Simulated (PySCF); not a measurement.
bromotrifluoromethane (CBrF3), SMILES BrC(F)(F)F. Heavy atoms are numbered as in [F:1][C:2]([F:3])([F:4])[Br:5].

Geometry optimised at B3LYP-D3(BJ)/def2-SVP.

These are PBE/pcSseg-1 run with PySCF values and carry that method's errors.

GIAO shieldings, no solvent; atoms alike by connectivity are averaged. δ = σ(ref) − σ: ¹⁹F against CFCl3 (σ = 133.6 ppm); ¹³C against TMS (σ = 182.0 ppm), references at their B3LYP-D3(BJ)/def2-TZVP geometries, non-relativistic (without spin–orbit terms, shifts of atoms bonded to Cl or Br come out too high).

### Question
Estimate the chemical shifts. (An estimate is asked for; the answer gives what the named calculation found.)

### Answer

```json
[
 {"nucleus": "¹⁹F", "atoms": "F1", "count": "3", "δ (ppm)": "-37.2"},
 {"nucleus": "¹³C", "atoms": "C2", "count": "1", "δ (ppm)": "150.9"}
]
```
